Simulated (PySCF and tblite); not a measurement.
The numbers below are computed, except where a source is named.
System: C₄H₅B₂FO, numbered as in [BH2:1][c:2]1[cH:3][cH:4][o:5][c:6]1[BH:7][F:8].

Motion: rotation about the B7–C6 bond (torsion F8–B7–C6–C2 from 0° to 180°, rising). GFN2-xTB gives an electronic barrier of 6.3 kcal/mol and a reaction energy of 0.8 kcal/mol.

Question: What does PBE0/pcSseg-1 + D3(BJ) give on GFN2-xTB geometries?

Answer: A barrier of 7.5 kcal/mol, 1.2 above the tight-binding barrier (from unrounded values), a reaction energy of -0.7 kcal/mol and, with GFN2-xTB thermal terms, ΔG‡(298 K) = 7.7 kcal/mol and k = 2.8×10⁷ s⁻¹ (2 equivalent paths).

Programs: tblite and PySCF.
